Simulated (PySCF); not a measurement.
Species: C6H11S (doublet state).
Atom-mapped SMILES: `[H]/[C:1]=[C:2](\[CH3:3])[CH2:4][CH2:5][S:6][CH3:7]` (hydrogens: H8 on C1; H9, H10, H11 on C3; H12, H13 on C4; H14, H15 on C5; H16, H17, H18 on C7)

Geometry (GFN2-xTB, Å), atoms numbered from 1 in this order:
```xyz
18
C6H11S angstrom
C     -1.4017   -1.9024   -0.4488
C     -1.4235   -0.6770   -0.0334
C     -2.6627    0.2039   -0.0602
C     -0.1843    0.0091    0.5029
C      0.5357    0.7532   -0.6156
S      2.0551    1.5828   -0.0416
C      3.1482    0.1477    0.1562
H     -2.0555   -2.6336   -0.8600
H     -2.4598    1.1051   -0.6353
H     -2.9211    0.4893    0.9581
H     -3.5023   -0.3225   -0.5052
H     -0.4573    0.7156    1.2887
H      0.4840   -0.7417    0.9260
H     -0.0835    1.5551   -1.0165
H      0.8088    0.0751   -1.4250
H      2.8055   -0.4742    0.9781
H      4.1358    0.5382    0.3780
H      3.1700   -0.4178   -0.7713
```

The hyperfine couplings belong to this conformer and change with its torsions.

Theory: UKS B3LYP, pcH-1 on C H S, non-relativistic, mean-field spin-orbit, GIAO in PySCF 2.14.0. The structure is a single GFN2-xTB conformer in the gas phase; no vibrational or solvent corrections. A GFN2-xTB geometry isn't a minimum of the functional, and hyperfine couplings can be far from their values at a DFT geometry. No stability test was run, so a lower SCF solution isn't excluded.

Problem. Match the computed a_iso(13C) values +297.9, +77.7, +48.3, -9.9, -7.2 MHz with the sites C1; C2; C3; C4; C5.

Solution. 
```
site  a_iso (MHz)  ρ(0) (bohr⁻³)                 position  distance from C1 (Å)  spin population  largest |T| (MHz)
  C1       +297.9        +0.2651  largest spin population                  0.00            +1.05              141.1
  C2         -9.9        -0.0088           1 bond from C1                  1.29            -0.17               19.5
  C3        +77.7        +0.0691          2 bonds from C1                  2.49            +0.07               14.6
  C4        +48.3        +0.0430          2 bonds from C1                  2.46            +0.04                9.6
  C5         -7.2        -0.0064          3 bonds from C1                  3.29             0.00                0.7
```

ρ(0) is the spin density at the nucleus and T the dipolar tensor; a_iso includes a spin–orbit part; entries for several nuclei are means. The Mulliken spin populations are largest on C1 (+1.05), C2 (-0.17) and C3 (+0.07). C1 is the only atom above +0.15.

Class means assume fast exchange of nuclei equivalent by connectivity; if that motion is slow, each nucleus keeps its own coupling. The 1H value of -2.2 MHz is a mean of couplings from -5.0 to 0.5 MHz in this one geometry, not an average over conformers.
